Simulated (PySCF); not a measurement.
**Predicted spectroscopic data**

A single conformation, relativity neglected, in vacuum, averaged over atoms made equivalent by symmetry, fast rotation or ring inversion. GFN2-xTB geometry; NMR shieldings at PBE0/pcSseg-1/GIAO; PySCF 2.14.0 with density-fitted response routines.

δ = σ(ref) − σ, references computed at the same level: 1H, 13C against TMS. Where no couplings were computed, multiplicities follow the n + 1 count of equivalent neighbours, and m marks all less simple cases (inequivalent or close neighbours, rings, F or P nearby). Shifts are as computed. Against solution values, carbons near 30 ppm lie about +3 ppm off and those near 130 ppm about +5 ppm. Of 1211 compounds with measured shifts, 218 miss one by over three times the rms of a fit or turn the order of signals round; such compounds aren't used in these exercises.

**1.** `C=CCC=C(C)C`, C$_{7}$H$_{12}$. 1H NMR (400 MHz, computed): δ 5.86 (m, 1H), 5.39 (t, 1H), 5.34 (m, 1H), 5.18 (m, 1H), 2.89 (m, 2H), 1.80 (s, 3H), 1.77 (s, 3H). 13C{1H} NMR (computed): δ 147.0, 139.4, 130.6, 120.3, 39.8, 29.1, 19.3.

**2.** SMILES CC#C/C=N\[SiH2]C#N, C$_{5}$H$_{6}$N$_{2}$Si. 1H NMR (400 MHz, computed): δ 8.26 (s, 1H), 5.18 (s, 2H), 2.38 (s, 3H). 13C{1H} NMR (computed): δ 165.9 (CH), 127.2 (C), 113.0 (C), 84.4 (C), 5.3 (CH3).
